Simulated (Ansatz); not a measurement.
CH3BFNS (`N=C(F)BS`), relaxed with RKS PBE-D4/def2-SVP in the Gaussian-basis code of Ansatz from a rough embedded geometry. The force threshold is 0.03 eV/Å; the program also tests the step.

Charge 0, multiplicity 1.

Start:

```xyz
8

N    -0.182   -1.059    1.059
C     0.267   -0.797   -0.041
F     0.688   -1.789   -0.819
B     0.423    0.658   -0.565
S    -0.241    2.125    0.523
H    -0.265   -2.038    1.473
H     0.819    0.892   -1.629
H    -1.509    2.009   -0.003
```

```json
{"step": "1", "energy (eV)": "-16784.0378", "largest force (eV/Å)": "4.541", "largest move (Å)": "0.000"}
{"step": "2", "energy (eV)": "-16784.3605", "largest force (eV/Å)": "1.361", "largest move (Å)": "0.125"}
{"step": "3", "energy (eV)": "-16784.5733", "largest force (eV/Å)": "0.767", "largest move (Å)": "0.156"}
{"step": "4", "energy (eV)": "-16784.7686", "largest force (eV/Å)": "1.436", "largest move (Å)": "0.200"}
{"step": "5", "energy (eV)": "-16785.0281", "largest force (eV/Å)": "1.655", "largest move (Å)": "0.198"}
{"step": "6", "energy (eV)": "-16785.3179", "largest force (eV/Å)": "1.099", "largest move (Å)": "0.200"}
{"step": "7", "energy (eV)": "-16785.5091", "largest force (eV/Å)": "0.600", "largest move (Å)": "0.200"}
{"step": "8", "energy (eV)": "-16785.5437", "largest force (eV/Å)": "0.384", "largest move (Å)": "0.087"}
{"step": "9", "energy (eV)": "-16785.5596", "largest force (eV/Å)": "0.495", "largest move (Å)": "0.129"}
{"step": "10", "energy (eV)": "-16785.5740", "largest force (eV/Å)": "0.214", "largest move (Å)": "0.051"}
{"step": "11", "energy (eV)": "-16785.5848", "largest force (eV/Å)": "0.212", "largest move (Å)": "0.093"}
{"step": "12", "energy (eV)": "-16785.5909", "largest force (eV/Å)": "0.380", "largest move (Å)": "0.169"}
{"step": "13", "energy (eV)": "-16785.5976", "largest force (eV/Å)": "0.058", "largest move (Å)": "0.045"}
{"step": "14", "energy (eV)": "-16785.5981", "largest force (eV/Å)": "0.069", "largest move (Å)": "0.015"}
{"step": "15", "energy (eV)": "-16785.5983", "largest force (eV/Å)": "0.047", "largest move (Å)": "0.018"}
{"step": "16", "energy (eV)": "-16785.5983", "largest force (eV/Å)": "0.052", "largest move (Å)": "0.003"}
{"step": "17", "energy (eV)": "-16785.5984", "largest force (eV/Å)": "0.015", "largest move (Å)": "0.006"}
```

End:

```xyz
8

N    -0.545   -0.873    0.966
C     0.205   -0.683   -0.044
F     0.912   -1.701   -0.614
B     0.399    0.734   -0.736
S    -0.474    2.121   -0.069
H    -0.542   -1.861    1.275
H     1.115    0.890   -1.699
H    -1.069    1.373    0.921
```

Run time 30 s (4 threads of a server CPU on a shared host); peak host memory 0.18 GiB.
